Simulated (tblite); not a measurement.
Here is a computed GFN2-xTB geometry (Å):
```
atom  x, y, z in Å
C1     2.126    0.960   -0.470
C2     1.221    0.348    0.517
C3     0.310   -0.735    0.080
C4    -0.419   -1.428    1.234
O5    -1.457   -0.547    1.619
C6    -1.931    0.096    0.458
C7    -0.809    0.065   -0.557
N8    -0.713    0.607   -1.689
H9     1.544    1.280   -1.346
H10    2.656    1.813   -0.058
H11    2.852    0.230   -0.839
H12    0.991    0.854    1.439
H13    0.786   -1.416   -0.626
H14    0.212   -1.591    2.108
H15   -0.836   -2.390    0.899
H16   -2.240    1.112    0.724
H17   -2.801   -0.437    0.039
H18   -1.501    1.183   -1.971
```

Doublet state.

(1) Read off the bonds between heavy atoms and their formal orders.

(2) Write the SMILES.

(3) What is the point group of this geometry?

(4) Which rings does it hold?

(5) Describe the place of each heavy atom.

(6) What is the arrangement about C7?

(7) What is the arrangement about C3?

## Answers

(1) C1–C2 1.47 Å (single); C2–C3 1.48 Å (single); C3–C4 1.53 Å (single); C4–O5 1.41 Å (single); O5–C6 1.41 Å (single); C6–C7 1.51 Å (single); C7–N8 1.26 Å (double); C3–C7 1.52 Å (single). Bonds to hydrogen (Å): C1–H9 1.10; C1–H10 1.09; C1–H11 1.09; C2–H12 1.08; C3–H13 1.09; C4–H14 1.09; C4–H15 1.10; C6–H16 1.09; C6–H17 1.10; N8–H18 1.02.

(2) `[H]/N=C1\COC[C@@H]1[CH]C`, C6H10NO.

(3) C1 (no symmetry element, even within 0.4 Å).

(4) C3–C4–O5–C6–C7 (5 members, 0.14 Å rms from planarity).

(5) C1: carbon bonded to C and 3 H; C2: carbon bonded to 2 C and H; C3: carbon bonded to 3 C and H; C4: carbon bonded to C, O and 2 H; O5: oxygen bonded to 2 C; C6: carbon bonded to C, O and 2 H; C7: carbon bonded to 2 C and N; N8: nitrogen bonded to C and H.

(6) It has 3 neighbours (C6, N8, C3) and is planar (angles 130.5°, 123.3° and 106.1°, sum 359.9°, 0.02 Å off the plane of its three neighbours).

(7) It has 4 neighbours (C2, C4, C7, H13) and is distorted tetrahedral (angles from 101.1° to 114.4°).
